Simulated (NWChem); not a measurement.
Species: C2H8Si2; SMILES [SiH3]/C=C\[SiH3]

```xyz
12

Si     0.4229     1.8163     0.0000
C     -1.0690     0.6615     0.0000
C     -1.0700    -0.6847     0.0000
Si     0.4305    -1.8101     0.0000
H      1.2751     1.6182    -1.2126
H     -0.0822     3.2224     0.0000
H      1.2751     1.6182     1.2126
H     -2.0480     1.1638     0.0000
H     -2.0475    -1.1909     0.0000
H      1.6852    -0.9992     0.0000
H      0.4147    -2.6903    -1.2090
H      0.4147    -2.6903     1.2090
```
Atoms are numbered in this order, from 1.

All runs: NWChem. Pople sets run with spherical d functions. All runs use the structure optimised with PBE0/def2-SVP. Vertical excitations in the gas phase.

Q: Estimate the computed values for PBE/6-31G*, full TDDFT. Quantities: lowest excitation, singlet (eV); oscillator strength of that lowest state; lowest state with f > 0.02, singlet (eV); oscillator strength of that bright state; orbital gap (eV).

A: 
| Item | Value |
|---|---|
| lowest excitation, singlet (eV) | 5.59 |
| oscillator strength of that lowest state | 0.005 |
| lowest state with f > 0.02, singlet (eV) | 6.08 |
| oscillator strength of that bright state | 0.253 |
| orbital gap (eV) | 4.87 |
